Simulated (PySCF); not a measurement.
C3H5O, SMILES [CH2]C(C)=O, multiplicity 2. Geometry: PBE0-D3(BJ)/def2-SVP. The isomer is the one that the SMILES or the coordinates give; other isomers of the formula were not compared.

Computed equilibrium geometry at PBE0-D3(BJ)/def2-SVP (PySCF confirms it by a frequency run) as bond lengths and angles, and its point group:
point group Cs.
Atoms: C1 C2 C3 O4 H5 H6 H7 H8 H9. Bonded distances (Å): C1–C2 1.443, C1–H5 1.093, C1–H6 1.092, C2–C3 1.512, C2–O4 1.227, C3–H7 1.101, C3–H8 1.097, C3–H9 1.101. Angles (°): C2–C1–H5 122.3, C2–C1–H6 118.2, H5–C1–H6 119.5, C1–C2–C3 118.1, C1–C2–O4 120.4, C3–C2–O4 121.6, C2–C3–H7 110.8, C2–C3–H8 109.3, C2–C3–H9 110.8, H7–C3–H8 109.4, H7–C3–H9 107.1, H8–C3–H9 109.4.
Charge 0, spin multiplicity 2.
